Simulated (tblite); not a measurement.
Species: C5H8F2OSi.
Z-matrix (Å and degrees, GFN2-xTB geometry), rows numbered from 1:
```
C 
O   1  1.4006
Si  2  1.6106  1  130.68
C   3  1.9133  2  110.56  1  -176.14
C   4  1.5110  3   88.95  2   118.65
C   5  1.4883  4  125.50  3   177.93
F   6  1.3764  5  111.20  4   -32.74
C   5  1.3356  4  103.87  3    -2.77
F   8  1.3565  3  139.23  2    77.22
H   1  1.0912  2  110.86  3   -48.41
H   1  1.0900  2  107.78  3  -168.21
H   1  1.0913  2  110.40  3    72.36
H   3  1.4584  2  113.43  1    45.22
H   4  1.0867  3  117.17  2  -126.83
H   4  1.0877  3  117.22  2     3.70
H   6  1.0957  5  111.42  4  -152.22
H   6  1.0989  5  111.06  4    85.41
```

Computed values, GFN2-xTB/tblite, gas phase, harmonic and unscaled. This tight-binding method is rough: wavenumbers can miss measured ones by several per cent, in bad cases by 10 to 20. Modes of hydrogen on silicon can be 10 to 20 % off. One conformer, not necessarily the lowest.

Harmonic wavenumbers (cm⁻¹): 31.4, 54.5, 78.3, 85.3, 128.9, 156.0, 205.1, 236.5, 277.8, 302.9, 433.8, 443.6, 513.7, 566.3, 654.6, 684.0, 726.9, 761.5, 825.3, 881.6, 939.5, 1037.9, 1071.0, 1123.3, 1126.8, 1136.6, 1159.1, 1174.4, 1197.2, 1262.0, 1304.5, 1410.0, 1422.2, 1460.4, 1473.2, 1477.9, 1681.7, 2296.6, 2896.3, 2942.1, 2968.7, 2977.7, 2999.6, 2999.9, 3023.3.

A = 2625, B = 727.6, C = 610.4 MHz; mass 150.031 u (most abundant isotopes); point group C1, symmetry number 1.

Problem. What is the zero-point energy?

Solution. Half the sum of the wavenumbers: 26305 cm⁻¹ = 314.68 kJ/mol.

Problem. What is S at 500 K and 1 bar for an ideal gas of classical rigid rotors and harmonic oscillators?

Solution. Translation 182.10, rotation 131.97, vibration 233.58: S = 547.6 J/(mol K).

Problem. And Cp and H(500 K) − H(0)?

Solution. Cp = 231.53 J/(mol K), of which vibrations give 198.27 (their classical limit is 45 R = 374.2); H(500 K) − H(0) = 72.04 kJ/mol without the zero-point energy, 55.41 from vibrations.

Problem. Which modes carry the vibrational entropy at 500 K?

Solution. 31.4 cm⁻¹: 28.31; 54.5 cm⁻¹: 23.73; 78.3 cm⁻¹: 20.72; 85.3 cm⁻¹: 20.01; 128.9 cm⁻¹: 16.61; 156.0 cm⁻¹: 15.04 J/(mol K); the other 39 give 109.16 together.

Problem. How do the functions run with temperature in this model?

Solution. 
```json
{"T (K)": "150", "S (J/(mol K))": "353.4", "Cp (J/(mol K))": "109.8", "H − H(0) (kJ/mol)": "11.29", "G − H(0) (kJ/mol)": "-41.73", "ln q(vib)": "4.50"}
{"T (K)": "250", "S (J/(mol K))": "418.2", "Cp (J/(mol K))": "147.1", "H − H(0) (kJ/mol)": "24.13", "G − H(0) (kJ/mol)": "-80.42", "ln q(vib)": "7.69"}
{"T (K)": "298.15", "S (J/(mol K))": "445.7", "Cp (J/(mol K))": "165.2", "H − H(0) (kJ/mol)": "31.65", "G − H(0) (kJ/mol)": "-101.23", "ln q(vib)": "9.13"}
{"T (K)": "400", "S (J/(mol K))": "499.4", "Cp (J/(mol K))": "201.3", "H − H(0) (kJ/mol)": "50.35", "G − H(0) (kJ/mol)": "-149.40", "ln q(vib)": "12.04"}
{"T (K)": "600", "S (J/(mol K))": "592.1", "Cp (J/(mol K))": "256.3", "H − H(0) (kJ/mol)": "96.48", "G − H(0) (kJ/mol)": "-258.80", "ln q(vib)": "17.37"}
{"T (K)": "900", "S (J/(mol K))": "706.7", "Cp (J/(mol K))": "307.8", "H − H(0) (kJ/mol)": "181.79", "G − H(0) (kJ/mol)": "-454.26", "ln q(vib)": "24.58"}
```

q(vib) and H(0) count from the zero-point level.

Problem. Blend soft modes into free rotors: weight 1/[1 + (100 cm⁻¹/ν̃)⁴] for the oscillator and the rest for a rotor with moment μB/(μ + B), μ = h/(8π²ν), B = 10⁻⁴⁴ kg m². What vibrational entropy results?

Solution. 208.74 J/(mol K) in place of 233.58, which changes −T·S at 500 K by +12.42 kJ/mol.

Problem. What must be added to the electronic energy to get the Gibbs energy at 500 K and 1 bar?

Solution. ZPE + [H(500 K) − H(0)] − T·S = 314.68 + 72.04 − 273.82 = 112.90 kJ/mol.

Hindered rotation and anharmonicity are outside this model. Other conformers, if any are populated, would add a mixing term that is left out. The structure is chiral; the term R ln 2 for an equal mix with its mirror image is left out.

Hardware: Arm Neoverse N1, one thread, shared host with 64 logical CPUs at a one-minute load of 59. Cost: 1.1 s of wall time. This covers the Hessian and the dipole derivatives.
